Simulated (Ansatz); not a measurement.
The cluster Ru₂H₄⁺, relaxed as a doublet with UKS PBE-D4/def2-TZVP in Ansatz, starting from the GFN2-xTB geometry. Force threshold 0.02 eV/Å.

In the def2 sets Ru takes a core potential; there is no spin–orbit coupling. The charge 1 doublet is spin-contaminated (final ⟨S²⟩ up to 1.13, 0.75 for a pure state). The structure comes from a short search, and lower isomers may exist.

Start:

```xyz
6

Ru   -0.1025    0.6695    0.3015
Ru    0.4254   -1.3948   -0.5405
H     0.3843   -1.2707    1.0177
H    -1.4614    0.6316    0.9848
H    -0.5913    1.5569   -0.8355
H     1.3455   -0.1925   -0.9281
```

```
step  energy (eV)  largest force component (eV/Å)  SCF passes
   1   -5221.8248                           1.564          87
   2   -5222.2999                           1.356          65
   3   -5222.5798                           1.292          76
   4   -5222.7689                           0.315          73
   5   -5222.7769                           0.093         142
   6   -5222.7792                           0.030         124
   7   -5222.7795                           0.065         141
   8   -5222.7876                           0.257         168
   9   -5222.8682                           0.237          61
  10   -5222.8739                           0.083          53
  11   -5222.8743                           0.015          56
  12   -5222.8743                           0.005          46
  13   -5222.8743                           0.003          48
  14   -5222.8743                           0.003          43
```

Force components are those of the run's own axes.

End:

Cartesian coordinates in Å:
```
Ru -0.098 0.978 0.463
Ru 0.103 -0.972 -0.474
H 0.829 -1.490 0.809
H -1.599 0.657 0.758
H -0.845 1.480 -0.813
H 1.609 -0.652 -0.742
```

By distances, no bond broke or formed. The bond that changes most is Ru1–H4, from 1.52 to 1.56 Å (atoms count from 1). A close non-bonded pair moves further: Ru1–H6, from 2.09 to 2.65 Å. The end is the same structure that another start reached, the lowest one found.

The force fell under the threshold at step 11, but the optimiser went on. No frequencies were taken in this run, so the end may be a saddle point.

It took 41 s on 4 threads of Arm Neoverse V2 on a shared host.
